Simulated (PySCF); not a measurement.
A search over the determinants of SiSe

Unrestricted PBE0; PySCF, no relativity, basis sets Si def2-TZVPPD, Se def2-TZVPPD. Outer shells of the fragments: Si 3s2 3p2; Se 3d10 4s2 4p4.

Followed along the bond (rough minima from three points):

| 2Ms+1 | unpaired | ⟨S²⟩ at the start | R at minimum (Å) | Te (eV) |
| --- | --- | --- | --- | --- |
| 1 | none | 0.00 | 2.07 | 0.00 |
| 3 | π ↑↑ | 2.01 | 2.31 | 2.54 |
| 5 | σ ↑, π ↑↑↑ | 6.01 | none in the scan | ≤ 4.87 |

Solutions found at the starting distance of 2.230 Å, counted from the lowest of them; the search is not exhaustive and high or unbound solutions are not listed, so other states can lie among these:

```
2Ms+1  unpaired   term  E (eV)  ⟨S²⟩  ⟨Lz²⟩  μ (D)
    1      none    ¹Σ⁺    0.00  0.00   0.00  -2.08
    3      π ↑↑  mixed    2.28  2.01   2.02   0.25
    3      π ↑↑  mixed    2.63  2.01   2.02   0.05
    1      π ↑↓  mixed    2.68  1.01   2.02  -0.01
    3  σ ↑, π ↑     ³Π    2.68  2.01   1.01  -1.76
    1  σ ↓, π ↑  mixed    3.01  1.02   1.02  -1.48
```

A term symbol is given only where ⟨S²⟩ and ⟨Lz²⟩ are close to those of a pure state; real π, δ and φ orbitals otherwise mix terms. A positive dipole means Si(−)Se(+).

Q: Compare the gap between the two lowest followed solutions at the starting distance with the gap between their minima.

A: At PBE0 the second solution (triplet, unpaired electrons π ↑↑) lies +2.28 eV from the first (singlet, closed shell) at 2.230 Å and +2.54 eV at the minima; the two curves relax by different amounts, since their minima lie near 2.31 and 2.07 Å.

Counting both spins, an empty level lies below a filled one in some of these solutions, because spin and occupation are held.
